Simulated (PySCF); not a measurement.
Problem. Give a PBE0-D3(BJ)/def2-SVP geometry of InChI=1S/C2H7PSi/c1-2-4-3/h2H,1,3-4H2.

Solution. 
```
atom  x, y, z in Å
C1    -1.9358    0.3035    0.9656
C2    -0.9905    0.6744    0.0943
Si3    0.2587   -0.5073   -0.6361
P4     2.3164   -0.0259    0.2013
H5    -2.6488    1.0199    1.3892
H6    -2.0422   -0.7359    1.2964
H7    -0.9380    1.7331   -0.1940
H8    -0.0857   -1.9014   -0.2193
H9     0.2443   -0.4241   -2.1306
H10    3.0002   -0.8101   -0.7806
H11    2.4356    1.1798   -0.5595
```

Any rigid rotation of these coordinates is as good. Atoms count from 1 in this order. Si3 (SiH2 silicon) is tetrahedral (angles from 107.7° to 111.4°). P4 (three-coordinate phosphorus) is pyramidal (angles 93.7°, 93.3° and 93.3°, sum 280.3°, 0.87 Å off the plane of its three neighbours).

Bonds between heavy atoms (Å): C1=C2 1.338, C2–Si3 1.868, Si3–P4 2.273.

Method: PBE0-D3(BJ)/def2-SVP geometry optimisation, gas phase in PySCF.

Point group: C1 (no symmetry element, even within 0.4 Å). PBE0-D3(BJ)/def2-SVP frequencies: not computed here. One conformer, not necessarily the lowest (C1–C2–Si3–P4 -111°, C2–Si3–P4–H -166° and -72°).
